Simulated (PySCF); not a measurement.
**Does the structure fit the spectrum?**

A compound C₈H₁₃F gives the data below (simulated from a calculation) and was assigned the structure `F[C@@]12CCC[C@@H](CC1)C2`.

$^{13}$C{$^{1}$H} NMR (computed): δ 112.3 (C), 52.1 (CH), 41.6 (CH2, 2C), 34.7 (CH2, 2C), 27.3 (CH2, 2C).

$^{1}$H NMR (400 MHz, computed): δ 2.22 (m, 1H), 1.91 (m, 2H), 1.90 (m, 2H), 1.61 (m, 2H), 1.44 (m, 2H), 1.41 (m, 2H), 1.03 (m, 2H).

[PySCF 2.14: geometry: PBE0-D3(BJ)/def2-SVP; σ from GIAO-PBE0/pcSseg-1; equivalent nuclei averaged; in vacuum; no relativistic terms; one computed conformer]

References, each an isolated molecule treated in the same way: $^{1}$H, $^{13}$C against TMS.

(1) Compare with the shifts computed for the proposed structure, pairing carbons in order of shift.

(2) Which isomer fits?

## Answers

(1) Numbering as in the mapped SMILES `[F:1][C@@:2]12[CH2:3][CH2:4][CH2:5][C@@H:6]([CH2:7][CH2:8]1)[CH2:9]2`. Hydrogens are named by the atom that carries them.

```
atom  computed for proposal  given list  difference
  C2                   98.6       112.3       -13.7
  C9                   45.3        52.1        -6.8
  C3                   39.8        41.6        -1.8
  C6                   36.9        41.6        -4.7
  C8                   35.6        34.7        +0.9
  C5                   33.7        34.7        -1.0
  C7                   28.9        27.3        +1.6
  C4                   22.0        27.3        -5.3
```

The rms difference is 6.0 ppm and the largest -13.7 ppm at C2 (fully substituted sp3 carbon bonded to F). The proposal also would give 8 carbon signals, not 5. The carbon types in order of shift don't match either: C, CH2, CH2, CH, CH2, CH2, CH2, CH2 for the proposal against C, CH, CH2, CH2, CH2, CH2, CH2, CH2 in the data. The proposal doesn't fit.

(2) `F[C@]12CCC[C@H]1CCC2`.

1. Carbon types of the structure: 1 × C, 1 × CH, 6 × CH2, which accounts for all hydrogens.
2. δC 112.3: fully substituted sp3 carbon bonded to F; pulled downfield by the heteroatom.
3. δC 52.1: sp3 CH in a ring; aliphatic region, no heteroatom directly attached.
4. δC 41.6, 34.7, 27.3: sp3 CH2 in a ring; saturated and bonded to C and H only.
5. δH 2.22: hydrogen on an sp3 CH in a ring.

Other isomers checked: FC12CCC(CC1)CC2 (rms 11.4 ppm).

This is the structure that produced the data.

Splittings by $^{19}$F in the carbon and heteronuclear signals aren't shown, as no couplings were computed. Shifts are as computed. Against solution values, carbons near 30 ppm lie about +2 ppm off and those near 130 ppm about +5 ppm. Of 1211 compounds with measured shifts, 218 miss one by over three times the rms of a fit or turn the order of signals round; such compounds aren't used in these exercises. No couplings were computed; multiplicities are counted from neighbouring protons, with m where these are inequivalent, close in shift, in a saturated or five-membered ring or joined by F or P, and br s for small geminal =CH2 splittings.
